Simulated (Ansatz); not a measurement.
FH₅OSSi₂ (`O[Si](F)([SiH3])S`), relaxed with RKS PBE0-D4/def2-TZVP in Ansatz from a PBE-D4/def2-SVP geometry. The force threshold is 0.005 eV/Å; the program also tests the step.

Charge 0, multiplicity 1.

Start:

```xyz
10

O    -1.451   -0.565    1.314
Si   -0.554   -0.394   -0.078
F    -0.330   -1.841   -0.829
Si    1.531    0.476    0.522
S    -1.656    0.842   -1.469
H    -2.392   -0.784    1.183
H     2.357    0.634   -0.725
H     1.332    1.826    1.153
H     2.253   -0.430    1.481
H    -1.091    0.236   -2.552
```

Task: By how much does the energy fall, and how many steps does the optimiser take? (Estimate.)

Result: Ansatz gave: 7.36 kJ/mol, in 8 steps.

Task: Which bonds change most? (An estimate is asked.)

Result: The calculation gave: Si2–F3 from 1.645 to 1.601 Å; O1–Si2 from 1.665 to 1.630 Å; Si2–S5 from 2.162 to 2.135 Å; S5–H10 from 1.363 to 1.344 Å.

Task: Give the relaxed structure. (Best estimate.)

Result: The calculation gave: 
```xyz
10

O    -1.449   -0.554    1.281
Si   -0.560   -0.409   -0.077
F    -0.341   -1.830   -0.780
Si    1.519    0.473    0.506
S    -1.668    0.788   -1.456
H    -2.377   -0.788    1.199
H     2.327    0.626   -0.732
H     1.320    1.807    1.129
H     2.234   -0.422    1.453
H    -1.005    0.309   -2.523
```
